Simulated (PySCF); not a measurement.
SMILES C[Si](C)([SiH2]CC)C (C₅H₁₆Si₂), GFN2-xTB optimised geometry.

```
23

C      0.05    -0.27     3.82
C     -1.31    -0.82     3.38
Si    -1.20    -1.89     1.80
Si    -0.33    -0.68     0.00
C     -0.89    -1.45    -1.66
C      1.58    -0.68     0.00
C     -0.90     1.15     0.00
H      0.47     0.37     3.05
H     -0.04     0.31     4.73
H      0.74    -1.09     4.00
H     -1.73    -1.40     4.19
H     -1.99     0.02     3.21
H     -2.56    -2.40     1.56
H     -0.39    -3.07     2.15
H     -0.49    -0.91    -2.51
H     -0.57    -2.48    -1.74
H     -1.98    -1.44    -1.75
H      1.99    -0.21     0.89
H      1.97    -1.69    -0.04
H      1.99    -0.15    -0.86
H     -0.50     1.69    -0.85
H     -1.99     1.22    -0.05
H     -0.58     1.67     0.90
```

Density from CAM-B3LYP/def2-SVP (PySCF 2.14.0) at that geometry.

Minimum of the electron density along straight lines between bonded atoms, close to the bond critical point (lines longer than 1.1 times the sum of covalent radii, or with two minima, are not listed):

```csv
bond,length / Å,ρ at the minimum / e bohr⁻³,∇²ρ there / e bohr⁻⁵,position (fraction from the first atom)
C1–C2,1.523,0.243,-0.55,0.50
C2–Si3,1.910,0.111,0.31,0.62
Si4–C5,1.912,0.109,0.31,0.38
Si4–C6,1.915,0.108,0.30,0.38
Si4–C7,1.916,0.108,0.30,0.38
C1–H8,1.088,0.276,-1.01,0.62
C1–H9,1.090,0.276,-1.02,0.63
C1–H10,1.088,0.277,-1.02,0.63
C2–H11,1.091,0.272,-0.97,0.62
C2–H12,1.092,0.272,-0.97,0.62
Si3–H13,1.473,0.114,0.33,0.49
Si3–H14,1.474,0.114,0.33,0.49
C5–H15,1.086,0.272,-0.98,0.63
C5–H16,1.086,0.272,-0.98,0.63
C5–H17,1.086,0.272,-0.98,0.63
C6–H18,1.086,0.272,-0.98,0.63
C6–H19,1.086,0.272,-0.98,0.63
C6–H20,1.087,0.271,-0.98,0.63
C7–H21,1.087,0.271,-0.98,0.63
C7–H22,1.086,0.272,-0.98,0.63
C7–H23,1.086,0.272,-0.98,0.63
```
